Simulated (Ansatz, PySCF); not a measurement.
Species: C₂H₉Si₂, net charge 0, doublet state. SMILES: C[SiH](C)[SiH2]
Structure (B3LYP-D3(BJ)/def2-TZVP (Ansatz, a quantum-chemistry and plane-wave program) minimum search):
```
Si
H 1 1.4872
C 1 1.8806 2 109.51
H 3 1.0910 1 111.31 2 57.48
H 3 1.0920 4 107.98 1 -121.86
H 3 1.0923 4 108.12 5 -116.52
C 1 1.8843 2 108.79 3 -120.76
H 7 1.0909 1 111.27 2 -59.13
H 7 1.0916 8 108.03 1 121.90
H 7 1.0932 8 108.13 9 116.81
Si 1 2.3389 2 106.93 7 -121.08
H 11 1.4877 1 115.21 2 58.65
H 11 1.4890 12 108.52 1 -129.61
```
Charge 0, spin multiplicity 2.

Wanted: atomisation energy, in kcal/mol. Terms: no spin-orbit coupling; atomisation electronic, to ground-state atoms; open shells spin-unrestricted; valence correlation only; dispersion terms only where a functional's name holds one; non-relativistic. CBS(X,Y): correlation extrapolated as X^-3; Hartree-Fock from the larger set. First-principles rows: single points at B3LYP-D3(BJ) geometries (Ansatz).

| species | coefficient | E at BP86/def2-SVP (PySCF), Eh | E at PBE0/def2-TZVPD (Ansatz), Eh |
|---|---|---|---|
| C[SiH](C)[SiH2] | -1 | -660.38749 | -660.28333 |
| C atom | +2 | -37.80175 | -37.80543 |
| H atom | +9 | -0.49913 | -0.50104 |
| Si atom | +2 | -289.29781 | -289.24952 |

Coupled cluster (Ansatz) is a level with limits of its own, used here on species with T1 under 0.025 (0.045 for open shells) and stable references: CCSD(T)/CBS(cc-pV(T+d)Z,cc-pV(Q+d)Z). Value to compare with, CCSD(T)/CBS(cc-pV(T+d)Z,cc-pV(Q+d)Z) (Ansatz): 1051.0 kcal/mol. 1 Eh = 627.5095 kcal/mol.

**Question.** Compute it at each level from the table, and compare with CCSD(T)/CBS(cc-pV(T+d)Z,cc-pV(Q+d)Z) (Ansatz).

**Answer.** 
- BP86/def2-SVP: the sum of coefficient times E is 1.69620 Eh, or 1064.38 kcal/mol. Result: 1064.4 kcal/mol. Its difference against CCSD(T)/CBS(cc-pV(T+d)Z,cc-pV(Q+d)Z) (Ansatz) is 13.4 kcal/mol.
- PBE0/def2-TZVPD: the sum of coefficient times E is 1.66407 Eh, or 1044.22 kcal/mol. Result: 1044.2 kcal/mol. Its difference against CCSD(T)/CBS(cc-pV(T+d)Z,cc-pV(Q+d)Z) (Ansatz) is -6.8 kcal/mol.
